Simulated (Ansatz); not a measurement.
CH3InO⁻, that is In(CO)H3 with one electron more. Charge -1, multiplicity 2. Geometry PBE-D4/def2-TZVP, that of the neutral singlet; atoms count from 1.

Cartesian coordinates in Å:
```
In 0.715 -0.314 -0.593
C -1.124 0.505 0.930
O -1.952 0.854 1.620
H 1.609 -1.018 0.721
H 1.123 1.278 -1.157
H -0.370 -1.305 -1.521
```

In the def2 sets In takes a core potential; there is no spin–orbit coupling. The highest occupied level of the charge -1 doublet lies above zero (up to 1.87 eV). By energy differences it is unbound by 0.18 eV (vertical, against the charge 0 singlet, at PBE0-D4/def2-TZVPD) and held by the finite basis.

(1) Estimate the Mulliken populations from the PBE0/def2-TZVPD orbitals of Ansatz.

(2) Where does the spin sit?

(3) And the Mayer bond orders between heavy atoms (over 0.3)?

## Answers

(1) 
```tsv
atom	charge (e)	spin (α − β)
In1	0.01	0.39
C2	-0.04	0.35
O3	-0.33	0.24
H4	-0.21	0.00
H5	-0.23	0.03
H6	-0.21	0.00
```
Mulliken values depend strongly on the basis. With diffuse functions, as here, like atoms can get unlike values, and bond orders can come out too low or too high.

(2) Summed by element: In 0.39, C 0.35, O 0.24, H 0.02, of 1 unpaired in all. Largest on single atoms: In1 0.39, C2 0.35, O3 0.24.

(3) In1–C2 0.66 (2.52 Å); C2–O3 2.08 (1.13 Å).
